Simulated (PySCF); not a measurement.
hydrogen selenide cation (H₂Se), SMILES [SeH2] (connectivity only; charge and spin as stated), charge +1, multiplicity 2.

Geometry: B3LYP-D3(BJ)/def2-TZVPD. The spin state was assumed, not searched.

All values below come from TDA-M06-2X/def2-TZVPD (PySCF).

Vertical excitations. Isolated molecule, no solvent.

Question: Estimate the UV-visible absorptions. (Estimate from the structure and the level; the computed values follow.)

Answer: 
| state | energy (eV) | λ (nm) | f | main pairs |
|---|---|---|---|---|
| root 1 | 3.00 | 413 | 0.004 | β HOMO→LUMO 98 % |
| root 2 | 4.84 | 256 | 0.000 | β HOMO−1→LUMO 98 % |
| root 3 | 7.06 | 176 | 0.000 | α HOMO→LUMO 98 % |
| root 4 | 7.88 | 157 | 0.001 | α HOMO−1→LUMO 39 %, β HOMO→LUMO+1 56 % |
| root 5 | 8.23 | 151 | 0.000 | α HOMO→LUMO+1 94 % |
| root 6 | 8.90 | 139 | 0.000 | α HOMO−2→LUMO 27 %, α HOMO−1→LUMO+1 19 %, β HOMO−1→LUMO+1 29 %, β HOMO→LUMO+2 16 % |
| root 7 | 9.91 | 125 | 0.002 | α HOMO−1→LUMO+1 20 %, α HOMO−2→LUMO 17 %, β HOMO→LUMO+2 36 %, β HOMO−1→LUMO+1 23 % |
| root 8 | 9.92 | 125 | 0.090 | α HOMO−1→LUMO 49 %, β HOMO→LUMO+1 32 % |
| root 9 | 10.31 | 120 | 0.067 | α HOMO−1→LUMO+1 47 %, α HOMO−2→LUMO 12 %, β HOMO→LUMO+2 32 % |
| root 10 | 10.75 | 115 | 0.001 | α HOMO−2→LUMO+1 50 %, β HOMO−1→LUMO+2 36 % |
Unrestricted roots are not spin-pure.
